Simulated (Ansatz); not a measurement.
```yaml
crystal:
  periodic: [false, false, false]
  atoms:
    - {symbol: Br, position_ang: [-2.769296, 3.093358, -0.257495]}
    - {symbol: C, position_ang: [-2.565345, 1.194077, -0.178378]}
    - {symbol: C, position_ang: [-3.731457, 0.431803, -0.212551]}
    - {symbol: C, position_ang: [-3.632437, -0.961513, -0.157307]}
    - {symbol: C, position_ang: [-2.384808, -1.570768, -0.069454]}
    - {symbol: C, position_ang: [-1.187758, -0.813424, -0.033469]}
    - {symbol: C, position_ang: [0.082120, -1.416604, 0.055242]}
    - {symbol: C, position_ang: [1.282529, -0.676128, 0.091990]}
    - {symbol: C, position_ang: [2.561180, -1.278834, 0.181164]}
    - {symbol: C, position_ang: [3.725251, -0.518132, 0.215329]}
    - {symbol: C, position_ang: [3.648509, 0.881067, 0.160981]}
    - {symbol: C, position_ang: [2.408749, 1.505994, 0.073122]}
    - {symbol: C, position_ang: [1.202965, 0.764302, 0.036093]}
    - {symbol: C, position_ang: [-0.066950, 1.376927, -0.052981]}
    - {symbol: C, position_ang: [-1.263130, 0.637601, -0.089610]}
    - {symbol: H, position_ang: [-4.702276, 0.925454, -0.281516]}
    - {symbol: H, position_ang: [-4.542597, -1.567605, -0.183646]}
    - {symbol: H, position_ang: [-2.306574, -2.661404, -0.026046]}
    - {symbol: H, position_ang: [0.136906, -2.509437, 0.097392]}
    - {symbol: H, position_ang: [2.617440, -2.371700, 0.223346]}
    - {symbol: H, position_ang: [4.699473, -1.011790, 0.284501]}
    - {symbol: H, position_ang: [4.562702, 1.481840, 0.187680]}
    - {symbol: H, position_ang: [2.345837, 2.598186, 0.030581]}
    - {symbol: H, position_ang: [-0.121031, 2.466729, -0.094980]}
basis:
  gaussian: {orbitals: def2-TZVP, initial_orbitals: start.molden}
total_charge: -1
magnetization: {spin_polarized: true, initial_magnetization: 1}
hamiltonian: {xc: pbe0, dispersion: d4}
scf: {omitted_lower_state_checks: [starts]}
output: {orbitals: {seedname: orbitals}}
```

The file start.molden holds the orbitals of an earlier run on this structure, at another level or in another basis.

```sh
$ ansatz run in.yaml --threads 4 --pin off --events-out ev --progress --plain --max-ram 6963MiB
```

Problem. Does this run fit into the memory that it is given?

Solution. No. It has 536 basis functions, and Ansatz plans for 10 GiB where 7 GiB are given.
